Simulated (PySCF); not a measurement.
Species: sum formula BNH$_{3}$, charge -1, multiplicity 1. It need not be the lowest isomer of its formula. Whether it binds its extra electron was not tested at this geometry. SMILES: [NH-]B
Structure (B3LYP-D3(BJ)/def2-TZVP (Ansatz) minimum search):
```
B
N 1 1.3697
H 2 1.0230 1 110.79
H 1 1.2329 2 120.53 3 -180.00
H 1 1.2415 4 113.63 2 180.00
```
Charge -1, spin multiplicity 1.

Dispersion corrections to the total energy (kcal/mol) from the dftd3 and dftd4 libraries through PySCF: D3(BJ) without and D4 with the three-body term, each with the damping fitted for the functional named.

```json
[
 {"functional": "TPSSh", "D3(BJ)": "-1.16", "D4": "-1.57"},
 {"functional": "PW6B95", "D3(BJ)": "(withheld)", "D4": "-1.17"},
 {"functional": "BLYP", "D3(BJ)": "(withheld)", "D4": "-3.01"},
 {"functional": "r2SCAN", "D3(BJ)": "-0.26", "D4": "-0.30"},
 {"functional": "B2PLYP", "D3(BJ)": "-0.79", "D4": "-0.88"},
 {"functional": "TPSS", "D3(BJ)": "-1.30", "D4": "(withheld)"},
 {"functional": "B2GP-PLYP", "D3(BJ)": "-0.57", "D4": "-0.51"}
]
```

Complete the blanks.


- PW6B95, D3(BJ): -0.45
- BLYP, D3(BJ): -2.24
- TPSS, D4: -1.74
